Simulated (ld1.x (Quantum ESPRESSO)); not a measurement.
Ge (Z = 32), ultrasoft: configuration errors across variants

- Element: Ge (Z = 32)
- Generator: ld1.x (Quantum ESPRESSO) 7.5
- Type: ultrasoft
- Functional: PBEsol
- Relativity: scalar-relativistic
- Frozen core: [Ar]
- Valence charge: 14
- Reference configuration: 3d10 4s2 4p1 (charge +1)
- Partial waves: 4s (bound): rcut 1.40, rcutus 1.80 bohr; 4s channel at 0.8 Ry: rcut 1.40, rcutus 1.80 bohr; 4p (bound): rcut 1.50, rcutus 1.75 bohr; 4p channel at 4.1 Ry: rcut 1.50, rcutus 1.75 bohr; 3d (bound): rcut 1.00, rcutus 1.20 bohr; 3d channel at 1.3 Ry: rcut 1.00, rcutus 1.20 bohr
- Local potential: all-electron potential smoothed inside 1.00 bohr (lloc = -1)
- Core correction: none
- Augmentation charge: built from norm-conserving waves at rcut, not smoothed further

All-electron excitation energies from the reference (eV): (1) 3d10 4s2 4p2 -7.453; (2) 3d10 4s2 4p0 15.449; (3) 3d10 4s1 4p0 50.237; (4) 3d10 4s2 4p1.5 -4.648.

A true bound ghost makes a file unfit for plane-wave use even where its test errors are small: the radial tests pick states by their node count and pass the ghost by.

Errors AE − PS in meV (a dash: test not solved or not reliable):

| change | (1) | (2) | (3) | (4) | bound ghosts |
| --- | --- | --- | --- | --- | --- |
| base | +0.6 | -3.5 | -2.1 | +0.4 | s |
| local potential all-electron potential smoothed inside 0.78 bohr (lloc = -1) | +0.6 | -3.4 | -2.0 | +0.4 | s |
| local potential all-electron potential smoothed inside 0.94 bohr (lloc = -1) | +0.6 | -3.4 | -2.1 | +0.4 | s |
| local potential all-electron potential smoothed inside 1.28 bohr (lloc = -1) | +0.7 | -3.3 | -1.7 | +0.4 | not determined |
| local potential all-electron potential smoothed inside 1.72 bohr (lloc = -1) | +0.6 | -3.4 | -2.3 | +0.4 | not determined |
| local potential all-electron potential smoothed inside 1.98 bohr (lloc = -1) | +0.7 | -3.4 | -3.2 | +0.4 | not determined |

(1) Give the same row for: local potential all-electron potential smoothed inside 1.50 bohr (lloc = -1).

Answers

(1) +0.7, -3.4, -1.9, +0.4; bound ghosts: not determined.
